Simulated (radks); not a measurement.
All-electron atom: Kr1.125+ in 1s1.875 2s2 2p6 3s2 3p6 3d10 4s2 4p5 (fractional occupations, a model configuration). All-electron calculation, scalar-relativistic Kohn-Sham, SCAN, spin-unpolarised, spherical densities, finite nucleus; meta-GGA in the generalised Kohn-Sham scheme; Fermi nuclear charge, rms radius 4.1884 fm. Program: a radial shooting solver on a logarithmic mesh with Libxc functionals.

Unscreened Slater integrals over Kohn-Sham orbitals (eV).

F0(4p,4p): 13.701
F2(4p,4p): 7.1716
F0(4p,4s): 14.712
G1(4p,4s): 9.8149
F0(4p,3d): 17.872
F2(4p,3d): 3.6810
G1(4p,3d): 1.2045
G3(4p,3d): 1.1175
F0(4p,3p): 17.910
F2(4p,3p): 3.5637
G0(4p,3p): 0.86783
G2(4p,3p): 1.0108
F0(4s,4s): 16.015
F0(4s,3d): 20.465
G2(4s,3d): 1.6858
F0(4s,3p): 20.521
G1(4s,3p): 1.3808
F0(3d,3d): 45.255
F2(3d,3d): 21.789
F4(3d,3d): 13.734
F0(3d,3p): 45.253
F2(3d,3p): 21.785
G1(3d,3p): 26.176
G3(3d,3p): 16.314
F0(3p,3p): 45.725
F2(3p,3p): 22.974

Derived for the open shells (J is the average intra-shell exchange parameter used in DFT+U). 4p: J = F2/5 = 1.434 eV.
